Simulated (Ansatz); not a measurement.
C₂H₃ClGe (`C#[C][GeH2][Cl]`): the same geometry under several functionals.

```yaml
crystal:
  periodic: [false, false, false]
  atoms:
    - {symbol: C, position_ang: [1.207128, -1.477604, 0.742451]}
    - {symbol: C, position_ang: [0.532663, -0.574165, 0.318736]}
    - {symbol: Ge, position_ang: [-0.508966, 0.860252, -0.338412]}
    - {symbol: Cl, position_ang: [-2.237205, 0.030507, -1.312735]}
    - {symbol: H, position_ang: [1.800439, -2.281102, 1.115519]}
    - {symbol: H, position_ang: [-1.008198, 1.727170, 0.818451]}
    - {symbol: H, position_ang: [0.275339, 1.646843, -1.389710]}
basis:
  gaussian: {orbitals: def2-TZVPP}
hamiltonian: {xc: hse06, dispersion: d4}
output: {orbitals: {seedname: orbitals}}
```

```sh
$ ansatz run in.yaml --threads 2 --pin off --events-out ev --progress --plain
```

Output, abridged:

```
Functional definition: HSE06
1263 factors; their error is unknown
88 factors; integrals over basis functions are off by at most 5.2e-7 eV
mean field evaluation 1: about -71144.1166 eV, gradient 4.9e1 eV
mean field evaluation 2: about -71139.1588 eV, gradient 6.5e1 eV
mean field evaluation 4: about -71149.2725 eV, gradient 9.9e0 eV
mean field evaluation 8: about -71149.4993 eV, gradient 3.0e-1 eV
mean field evaluation 16: about -71149.8063 eV, gradient 2.1e-4 eV
mean field -71149.80630393 eV, -2614.7071545985 hartree, gradient 6.6e-5 eV, S^2 0.000000; 0 other end points of the search recorded, 0 dependent functions left out
reference -71149.80634353 eV, -2614.7071560540 hartree; 32, 32 occupied and 162, 162 virtual orbitals, 1263 factors
Total energy: -71149.92981957 eV, -2614.7116937145 hartree
```

Run time 1.6 s (2 threads of a server CPU on a shared host); peak host memory 0.49 GiB.

The same input with `hamiltonian: {xc: lda}` (abridged; 0.6 s):

```
Functional definition: SPW92
mean field evaluation 16: about -71017.6084 eV, gradient 1.8e-4 eV
mean field -71017.60837844 eV, -2609.8489704440 hartree, gradient 3.7e-5 eV, S^2 0.000000
Total energy: -71017.60841547 eV, -2609.8489718046 hartree
```

With the line `hamiltonian: {xc: {name: PBE-QIDH}}` (abridged; 2.4 s):

```
Functional definition: PBE-QIDH
mean field evaluation 16: about -71131.0494 eV, gradient 1.9e-4 eV
mean field -71131.04938367 eV, -2614.0178504930 hartree, gradient 1.1e-6 eV, S^2 0.000000
16 core orbitals not correlated: weight in the atoms' cores, before any rotation towards them, 1.000 or more for the frozen orbitals, at most 0.000 for the correlated occupied ones
second order -22.91611826 eV of doubles, -0.00000000 eV of singles
Total energy: -71138.68810190 eV, -2614.2985682101 hartree
```

The same input with `hamiltonian: {xc: {name: B97M-V}}` (abridged; 3.1 s):

```
Functional definition: B97M-V
mean field evaluation 16: about -71150.4272 eV, gradient 4.5e-5 eV
mean field -71150.42721879 eV, -2614.7299727986 hartree, gradient 4.5e-5 eV, S^2 0.000000
Total energy: -71150.42727362 eV, -2614.7299748138 hartree
```

Changing it to `hamiltonian: {xc: pbe0, dispersion: d4}` (abridged; 1.4 s):

```
Functional definition: PBE0
mean field evaluation 16: about -71150.1249 eV, gradient 4.0e-5 eV
mean field -71150.12493286 eV, -2614.7188639957 hartree, gradient 4.0e-5 eV, S^2 0.000000
Total energy: -71150.25606864 eV, -2614.7236831468 hartree
```

The same input with `hamiltonian: {xc: {name: r2SCANh}, dispersion: d4}` (abridged; 2 s):

```
Functional definition: r2SCANh
mean field evaluation 16: about -71161.3238 eV, gradient 5.8e-5 eV
mean field -71161.32380480 eV, -2615.1304149487 hartree, gradient 5.8e-5 eV, S^2 0.000000
Total energy: -71161.36326093 eV, -2615.1318649347 hartree
```

HSE06 is the plane-wave form, built on full-range PBE exchange.
